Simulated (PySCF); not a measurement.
Compound: 3-chlorophenol, C6H5ClO.
Bonds: O1–C2, C2–C3 (aromatic), C3–C4 (aromatic), C4–C5 (aromatic), C5–C6 (aromatic), C6–Cl7, C6–C8 (aromatic), C2–C8 (aromatic). Hydrogens: H9 on O1; H10 on C3; H11 on C4; H12 on C5; H13 on C8.

The geometry is computed with GFN2-xTB (gas phase).

Entries marked ? are missing.

```json
{"coordinate": "O1–C2", "value": "1.356 Å"}
{"coordinate": "C2–C3", "value": "1.393 Å"}
{"coordinate": "C3–C4", "value": "?"}
{"coordinate": "C4–C5", "value": "1.386 Å"}
{"coordinate": "C5–C6", "value": "1.384 Å"}
{"coordinate": "C6–Cl7", "value": "?"}
{"coordinate": "C6–C8", "value": "1.385 Å"}
{"coordinate": "C2–C8", "value": "?"}
{"coordinate": "O1–H9", "value": "0.965 Å"}
{"coordinate": "C3–H10", "value": "1.078 Å"}
{"coordinate": "C4–H11", "value": "1.079 Å"}
{"coordinate": "C5–H12", "value": "1.078 Å"}
{"coordinate": "C8–H13", "value": "1.081 Å"}
{"coordinate": "O1–C2–C3", "value": "118.3°"}
{"coordinate": "O1–C2–C8", "value": "121.9°"}
{"coordinate": "C3–C2–C8", "value": "119.8°"}
{"coordinate": "C2–C3–C4", "value": "119.8°"}
{"coordinate": "C3–C4–C5", "value": "?"}
{"coordinate": "C4–C5–C6", "value": "?"}
{"coordinate": "C5–C6–Cl7", "value": "?"}
{"coordinate": "C5–C6–C8", "value": "121.3°"}
{"coordinate": "Cl7–C6–C8", "value": "119.0°"}
{"coordinate": "C2–C8–C6", "value": "119.4°"}
```

**Question.** Fill in the missing values.

**Answer.** 
- C3–C4 = 1.380 Å, aromatic (both ends aromatic CH carbon); 0.08 Å below the sum of covalent radii, 1.46 Å.
- C6–Cl7 = 1.729 Å, drawn single (aromatic C–Cl carbon to aryl chlorine); 0.02 Å below the sum of covalent radii, 1.75 Å.
- C2–C8 = 1.390 Å, aromatic (aromatic carbon bearing oxygen to aromatic CH carbon); 0.07 Å below the sum of covalent radii, 1.46 Å.
- C3–C4–C5 = 120.9°, at the aromatic CH carbon, inside a 6-membered ring; the outer atoms are 2.407 Å apart.
- C4–C5–C6 = 118.8°, at the aromatic CH carbon, inside a 6-membered ring; the outer atoms are 2.383 Å apart.
- C5–C6–Cl7 = 119.7°, at the aromatic C–Cl carbon; the outer atoms are 2.697 Å apart.

Radii are Cordero's, carbon taken as 0.76, 0.73 or 0.69 Å for four, three, and two or fewer neighbours.

No frequency check. One conformer, not necessarily the lowest (H–O1–C2–C3 180°).
